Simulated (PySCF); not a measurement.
# Cd(41+): ionisation energy

Cd(41+) [He] 2s2 2p3 (4S) → Cd(42+) [He] 2s2 2p2 (3P), as a difference of total energies. Calculation: PySCF 2.14, in an uncontracted even-tempered set (19 s from 18 bohr⁻², ratio 2.2; 12 p from 23 bohr⁻², ratio 2.2; 5 d from 91 bohr⁻², ratio 2.4; 5 f from 140 bohr⁻², ratio 2.4; 4 g from 200 bohr⁻², ratio 2.4); the spin-free X2C one-electron Hamiltonian (Gaussian nucleus). Correlated levels: nothing frozen; virtual orbitals above 40 to 60 times the deepest correlated orbital energy dropped. The calculations carry no spin-orbit coupling.

```csv
method,ionisation energy (eV)
UHF,6561.1
LDA,6556.5
PBE,6557.5
PBE0,6558.7
r2SCAN,6561.6
BLYP,6558.4
PW91,6558.6
MP2 (all electrons),6560.9
SCS-MP2 (all electrons),6560.4
```

Spin-orbit coupling is strong in these open shells (close to jj coupling). The scalar numbers leave it out and a first-order estimate fails, so it can dominate the gap to the real levels.

For this ion Breit and QED terms and the two-electron picture change, all absent here, outweigh the differences among the correlated methods.

For comparison: 6460 ± 40 eV (semi-empirical (NIST evaluation); NIST Atomic Spectra Database, ionization energies).
